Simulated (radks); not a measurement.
Values are calculated unless marked as measured or tabulated.
Q: Ionisation of Au, [Xe] 4f14 5d10 6s1, to Au+, [Xe] 4f14 5d10, under several functionals. Dirac Kohn-Sham, spin-unpolarised, spherical densities, point nucleus; a radial shooting solver on a logarithmic mesh with Libxc functionals. The NIST Atomic Spectra Database gives 9.226 eV (measured). Rank these functionals by the error of their Delta-SCF ionisation energy: RPBE; exchange-only LDA; revPBE; OLYP; LDA (Slater exchange, Perdew-Wang correlation).

A: From best to worst: RPBE 9.297 eV (+0.072); revPBE 9.301 eV (+0.075); OLYP 9.090 eV (-0.136); exchange-only LDA 8.706 eV (-0.520); LDA (Slater exchange, Perdew-Wang correlation) 9.783 eV (+0.558). Spin polarisation and multiplet splitting are left out, so open shells lie too high by an amount that depends on their filling.

Beside tabulated values, note that spin-unpolarised runs miss the spin-polarisation part of the exchange energy of open shells.
